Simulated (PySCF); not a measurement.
W(OH)2(H)4 (H₆O₂W), SMILES [OH][WH4][OH], multiplicity 1.

Coordinates come from a PBE0-D3(BJ)/def2-SVP optimisation. The geometry has at least one imaginary mode, so it is a saddle point at that level. The multiplicity is an assumed one; no other spin state was optimised. The structure was generated by enumeration; whether it is a known compound was not checked. The def2 effective core potentials stand for the cores of W; spin–orbit coupling is left out. One conformer was computed; it need not be the lowest.

All values below come from PySCF with PBE0-D3(BJ)/def2-SVP.

Frequencies are harmonic and unscaled.

Q: Estimate the vibrational spectrum. (The exact figures need the calculation; the answer reports its results.)

A: 
```
mode  ν (cm⁻¹)  IR (km/mol)  moving atoms (share of kinetic energy)
----  --------  -----------  --------------------------------------
1          93i          4.3                   H 75 %, O 16 %, W 9 %
2          216         16.9                  O 70 %, H 19 %, W 11 %
3          368         35.7                                  H 97 %
4          370          0.0                                 H 100 %
5          493        123.0                                  H 98 %
6          642        252.1                          H 83 %, O 16 %
7          655        183.3                          H 74 %, O 25 %
8          676          0.0                          H 83 %, O 17 %
9          680        168.8                          O 71 %, H 23 %
10         723         35.2                          O 83 %, H 15 %
11         838         22.0                   H 68 %, O 23 %, W 9 %
12         893          5.7                                  H 99 %
13         953         39.1                                  H 98 %
14         981          0.0                                 H 100 %
15        1201         18.4                                  H 99 %
16        2069        122.4                                 H 100 %
17        2090        106.2                                  H 99 %
18        2127        100.0                                  H 99 %
19        2132         21.1                                  H 99 %
20        3915        424.6                                  H 94 %
21        3920          3.8                                  H 94 %
```
